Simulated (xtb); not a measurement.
Mo(NH)(S)(Me)(SH) (CH₅MoNS₂), SMILES [CH3][Mo](=[NH])(=[S])[SH], multiplicity 1. All values are semi-empirical tight-binding results from xtb (GFN2-xTB unless named), good for trends rather than for accurate numbers. Geometry: GFN2-xTB. The spin state was assumed, not searched. The structure was generated by enumeration; whether it is a known compound was not checked. Other conformers were not sampled.

Optimised geometry:

```xyz
10

Mo     0.0043    -0.0948    -0.2289
N     -0.1121    -1.2586    -1.5056
H      0.0072    -1.9319    -2.2560
S      1.9798     0.4356     0.4189
C     -0.6583     1.7332    -1.1284
H     -0.7259     2.4832    -0.3195
H     -1.6532     1.6535    -1.5911
H      0.0116     2.1511    -1.8896
S     -1.4058    -0.4741     1.5765
H     -2.2700    -1.3485     1.0517
```

For metal compounds this method's bond lengths and energies can be far off.

* **orbital gap**: 1.79 eV
* **zero-point energy**: 35.6 kcal/mol
* **G − E(el) at 298.15 K (modified RRHO)**: 13.8 kcal/mol

Problem. Give the atomic charges and the Wiberg bond orders between heavy atoms. (Estimate from the structure and the level; the computed values follow.)

Solution. charges (e) Mo1 0.55, N2 -0.41, H3 0.20, S4 -0.32, C5 -0.19, H6 0.07, H7 0.07, H8 0.08, S9 -0.24, H10 0.20. Bond orders Mo1–N2 2.29, Mo1–S4 2.18, Mo1–C5 1.08, Mo1–S9 1.34.
